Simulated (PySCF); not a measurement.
TlAs and its ions

UHF; basis Tl def2-SVP with ECP60, As def2-SVP; scalar-relativistic core potentials; PySCF 2.14. Neutral (UHF): triplet (π ↑↑), Re = 2.868 Å, ωe = 148 cm⁻¹, De = 0.57 eV, HOMO -6.42 eV, LUMO 0.19 eV.

TlAs⁺ (UHF): quartet (σ ↑, π ↑↑), Re = 3.708 Å, ωe = 40.0 cm⁻¹. The energies at the minima are -2405.45120 hartree for TlAs and -2405.25157 for TlAs⁺.

Q: Work out the adiabatic ionisation energy, without and with harmonic zero-point energies (1 hartree = 27.2114 eV, 1 eV = 8065.5 cm⁻¹), and the change of the bond length.

A: At UHF: 0.19963 hartree = 5.432 eV between the minima; the zero-point term (40.0 − 148.0)/2 cm⁻¹ = -0.007 eV makes it 5.426 eV. Re changes by +84.0 pm against the neutral. The electron leaves a σ orbital, and the ion is left as a loose complex of an ion and an atom.

Spin–orbit coupling is left out, which matters for elements this heavy, above all for dissociation energies. Hartree–Fock leaves out correlation, which carries a large part of most bond energies and some tenths to 1 eV of ionisation energies. States were picked by a PBE0 search and need not be the measured ground states.
